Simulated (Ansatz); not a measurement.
Consider the cleavage of the B–Si bond: `OB[SiH](F)[AlH2]` + `[SiH3]N[SiH3]` → `OBN([SiH3])[SiH3]` + `F[SiH2][AlH2]`.

Computed with Ansatz on PBE0-D4/def2-TZVP structures; ΔE is electronic, products minus reactants. CCSD(T)/CBS adds triple-zeta CCSD(T) − MP2 to the extrapolated MP2 energy (def2 sets, frozen cores). This one scheme is used for every species. One conformer a species, not always the lowest.

```tsv
species	CCSD/CBS(def2) energy (Eh)
`OB[SiH](F)[AlH2]`	-733.90462
`[SiH3]N[SiH3]`	-637.08789
`OBN([SiH3])[SiH3]`	-737.73905
`F[SiH2][AlH2]`	-633.30490
```

Task: Work out ΔE.

Result: ΔE = (-737.73905) + (-633.30490) − (-733.90462) − (-637.08789) = -0.05144 Eh = -135.1 kJ/mol. CCSD(T)/CBS gives -135.1 kJ/mol.

Largest T1 diagnostic among the species: 0.014.

From PBE to PBE0 (25 % exact exchange), in def2-TZVPP and without D4, ΔE moves by −6.7 kJ/mol. The D4 term adds −5.3 kJ/mol with B3LYP and −2.8 kJ/mol with PBE0; it sums over pairs of atoms, weighted by their polarisabilities, and B3LYP, whose exchange is more repulsive, gets the larger term.

B3LYP here is the variant with VWN-RPA as its local correlation; programs differ in this.
